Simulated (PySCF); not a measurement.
**A PySCF run on TiF**

State: ⁴Σ⁻ (quartet), unpaired electrons σ ↑, δ ↑↑.

An equivalent input (the run itself took its basis sets from the Basis Set Exchange, started from a PBE0 density and held the occupation σ 9α 8β, πx 3α 3β, πy 3α 3β, δx 1α 0β, δy 1α 0β):

```python
from pyscf import gto, scf, cc
mol = gto.M(atom='Ti 0 0 0; F 0 0 1.779', basis={'Ti': 'def2-TZVPPD', 'F': 'def2-TZVPPD'},
            charge=0, spin=3, verbose=4, symmetry='C2v')
mf = scf.UHF(mol)
mf.irrep_nelec = {'A1': (10, 8), 'A2': (1, 0), 'B1': (3, 3), 'B2': (3, 3)}
mf.conv_tol = 1e-9
mf.max_cycle = 60
mf.diis_space = 10
mf.kernel()
mycc = cc.CCSD(mf, frozen=[[0, 1, 2, 3, 4, 5, 106], [0, 1, 2, 3, 4, 5, 106]])
mycc.run(conv_tol=1e-7, conv_tol_normt=1e-5, max_cycle=80, diis_space=8)
et = mycc.ccsd_t()
```

The SCF ended at -947.94835741 hartree. The coupled-cluster part of the log:

```
******** <class 'pyscf.cc.uccsd.UCCSD'> ********
CC2 = 0
CCSD nocc = (11, 8), nmo = (100, 100)
frozen orbitals [[0, 1, 2, 3, 4, 5, 106], [0, 1, 2, 3, 4, 5, 106]]
max_cycle = 80
direct = 0
conv_tol = 1e-07
conv_tol_normt = 1e-05
diis_space = 8
diis_start_cycle = 0
diis_start_energy_diff = 1e+09
Init t2, MP2 energy = -0.563820640441055
Init E_corr(UCCSD) = -0.563820640451836
cycle = 1  E_corr(UCCSD) = -0.565211923828763  dE = -0.00139128338  norm(t1,t2) = 0.109625
cycle = 2  E_corr(UCCSD) = -0.581052064955469  dE = -0.0158401411  norm(t1,t2) = 0.0476051
cycle = 3  E_corr(UCCSD) = -0.579814105144508  dE = 0.00123795981  norm(t1,t2) = 0.0406916
cycle = 4  E_corr(UCCSD) = -0.582980338915986  dE = -0.00316623377  norm(t1,t2) = 0.0214298
cycle = 5  E_corr(UCCSD) = -0.583569502556929  dE = -0.000589163641  norm(t1,t2) = 0.0112347
cycle = 6  E_corr(UCCSD) = -0.583338806491035  dE = 0.000230696066  norm(t1,t2) = 0.00794005
cycle = 7  E_corr(UCCSD) = -0.58348989489226  dE = -0.000151088401  norm(t1,t2) = 0.0033722
cycle = 8  E_corr(UCCSD) = -0.583726989773406  dE = -0.000237094881  norm(t1,t2) = 0.00153278
cycle = 9  E_corr(UCCSD) = -0.583729684742778  dE = -2.69496937e-06  norm(t1,t2) = 0.000511452
cycle = 10  E_corr(UCCSD) = -0.583703556440699  dE = 2.61283021e-05  norm(t1,t2) = 0.000221564
cycle = 11  E_corr(UCCSD) = -0.583696251558398  dE = 7.3048823e-06  norm(t1,t2) = 0.000113471
cycle = 12  E_corr(UCCSD) = -0.583699056645493  dE = -2.8050871e-06  norm(t1,t2) = 6.39285e-05
cycle = 13  E_corr(UCCSD) = -0.583695780640714  dE = 3.27600478e-06  norm(t1,t2) = 4.53986e-05
cycle = 14  E_corr(UCCSD) = -0.583696926113122  dE = -1.14547241e-06  norm(t1,t2) = 2.79228e-05
cycle = 15  E_corr(UCCSD) = -0.583696543910348  dE = 3.82202774e-07  norm(t1,t2) = 1.56383e-05
cycle = 16  E_corr(UCCSD) = -0.583696307352048  dE = 2.365583e-07  norm(t1,t2) = 9.19857e-06
cycle = 17  E_corr(UCCSD) = -0.583696280449676  dE = 2.69023718e-08  norm(t1,t2) = 4.90292e-06
UCCSD converged
E(UCCSD) = -948.5320536882446  E_corr = -0.5836962804496763
UCCSD(T) correction = -0.0202187849432393
```

T1 diagnostic 0.034, D1 0.176, 19 electrons correlated, 1 of the virtual orbitals (those above 20 hartree) left out.

Repeating this along the bond gives Re = 1.790 Å and ωe = 702 cm⁻¹.

A point of this curve took 260 CPU seconds beside 0.72 for the integrals, on Arm Neoverse V2 (shared host).

Correlated steps freeze 6 core orbitals. The state is the lowest single determinant that the PBE0 search found; with open d or f shells the true ground state can be another one.
